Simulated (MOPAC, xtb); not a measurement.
Complex: NH3 (SMILES N) (first 4 atoms) with SO2 (SMILES O=S=O); geometry from B3LYP-D3(BJ)/def2-TZVP, rigid monomers moved along the line of their centres of mass till N1···S6 is 4.70 Å.
(charge 0, multiplicity 1):
```xyz
7

N      0.01650     0.00068     0.62235
H     -0.30499    -0.92670     0.36976
H     -0.77808     0.63016     0.63148
H      0.67795     0.32053    -0.07512
O      0.01045     0.78667     5.63021
S      0.87243    -0.30360     5.23807
O      0.36108    -1.64410     5.40231
```

Interaction energies are E(AB) − E(A) − E(B) at the monomers' geometry in the complex; basis-set methods are counterpoise corrected.

The state reached by AM1 isn't checked.

The values were computed with MOPAC for AM1 (differences of heats of formation); xtb for the GFN methods. Each number belongs to the level named beside it.

Task: One of these levels gives -1.6 kJ/mol for the interaction energy. Name it.
(A) GFN1-xTB
(B) AM1
(C) GFN-FF

Result: C, GFN-FF. The others give -6.5 (AM1), -3.5 (GFN1-xTB)
